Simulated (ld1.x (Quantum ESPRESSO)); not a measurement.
What one change does to a pseudopotential (platinum, TM)

| Quantity | Value |
| --- | --- |
| Element | platinum |
| Generator | ld1.x (Quantum ESPRESSO) 7.5 |
| Type | norm-conserving Troullier–Martins (Kleinman–Bylander form) |
| Functional | PBE |
| Relativity | scalar-relativistic |
| Frozen core | [Xe] 4f14 |
| Valence charge | 10 |
| Reference configuration | 5d9 6s1 6p0 |
| Partial waves | 6p (bound, empty): rc 4.00 bohr; 5d (bound): rc 1.90 bohr; 6s (bound): rc 2.55 bohr |
| Local potential | the s channel |
| Core correction | none |

All-electron outer shells of the reference configuration (PBE, scalar-relativistic, ld1.x):

| shell | level (eV) | outermost node (bohr) | outermost maximum (bohr) |
| --- | --- | --- | --- |
| 4f | -70.08 | – | 0.38 |
| 5p | -56.02 | 0.53 | 0.98 |
| 5d | -6.14 | 0.57 | 1.26 |
| 6s | -5.66 | 1.14 | 2.38 |
| 6p | -0.84 | 1.36 | 3.69 |

Change: wave 6s (bound): rc 2.55 bohr becomes 6s (bound): rc 3.00 bohr.

Cutoffs: the cutoffs (Ry, on a coarse ladder) from which the occupation-weighted sum of valence levels, in a spherical-Bessel basis at the reference potential, stays within 10 and 1 mRy of its value at 400 Ry; they do not see the model core or the augmentation charge, which bear on the density cutoff. Errors are all-electron minus pseudo energies relative to the spin-unpolarised reference configuration.

Question: How do hardness, ghosts and transferability respond?

Answer: The potential gets neither clearly harder nor softer (40 Ry and 50 Ry → 40 Ry and 50 Ry); the d channel sets the loose cutoff, while the largest relative change is in s, which becomes softer; of the 7 tests that both files solve, the error grows in 3 and shrinks in 3 by more than 15 % and 0.3 meV (median size 35.8 → 17.7 meV); the range in which the d phases agree widens (upper end 0.5 → 2.4); neither file shows a bound ghost.

| quantity | base | changed |
| --- | --- | --- |
| cutoff, loose | 40 Ry | 40 Ry |
| cutoff, tight | 50 Ry | 50 Ry |
| loose cutoff by channel (10 mRy a level) | d 35 Ry, s 8 Ry | d 35 Ry, s 6 Ry |
| bound ghosts | none | none |
| error for 5d9 6s0 6p0, meV [ΔE 9.19 eV] | +0.3 | +3.8 |
| error for 5d8 6s0 6p0, meV [ΔE 29.16 eV] | -20 | -37 |
| error for 5d7 6s0 6p0, meV [ΔE 61.38 eV] | -206 | -259 |
| error for 5d9 6s0 6p1, meV [ΔE 5.05 eV] | +4.8 | +4.4 |
| error for 5d8 6s2 6p0, meV [ΔE 1.00 eV] | -48 | -18 |
| error for 5d10 6s0 6p0, meV [ΔE -0.02 eV] | -45 | -27 |
| error for 5d8 6s1 6p0, meV [ΔE 11.17 eV] | -36 | -18 |
| s: phases at 4.37 bohr within 0.05 rad from the reference energy up to (Ry; the scan ends near 5) | 0.7 | 0.5 |
| p: phases at 4.37 bohr within 0.05 rad from the reference energy up to (Ry; the scan ends near 5) | 1.1 | 1.1 |
| d: phases at 4.37 bohr within 0.05 rad from the reference energy up to (Ry; the scan ends near 5) | 0.5 | 2.4 |
